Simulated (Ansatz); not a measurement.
Relaxation of CH$_{6}$ClSn (9 atoms, charge 0, multiplicity 2), to a largest force component of 0.03 eV/Å in at most 50 steps.

Method: UKS r2SCAN-D4/def2-SVP (Ansatz 0.2.0).

```xyz
9
Properties=species:S:1:pos:R:3
Sn 0.001 0.000 -0.388
Cl 0.000 0.000 3.222
H 1.626 0.000 -0.977
H -0.812 1.407 -0.977
H -0.812 -1.407 -0.977
C 0.000 0.000 5.006
H -0.561 -0.874 5.362
H 1.037 -0.049 5.361
H -0.476 0.923 5.361
```

Where does it end, and by what steps?

The forces met the threshold. After 3 steps the energy has fallen by 0.002 eV; H3 moved furthest, 0.04 Å.

```csv
step,energy less start (eV),largest force component (eV/Å),accepted
0,0.0000,0.208,yes
1,-0.0013,0.117,yes
2,-0.0017,0.053,yes
3,-0.0018,0.018,yes
```

```xyz
9
Properties=species:S:1:pos:R:3
Sn 0.000 0.000 -0.427
Cl 0.001 0.000 3.249
H 1.621 0.000 -1.018
H -0.810 1.403 -1.018
H -0.810 -1.403 -1.018
C 0.000 0.000 5.043
H -0.562 -0.874 5.394
H 1.038 -0.049 5.395
H -0.477 0.923 5.394
```

The run took 12 s on 4 threads of Arm Neoverse V1, with other jobs on the host, peak memory 0.24 GiB.
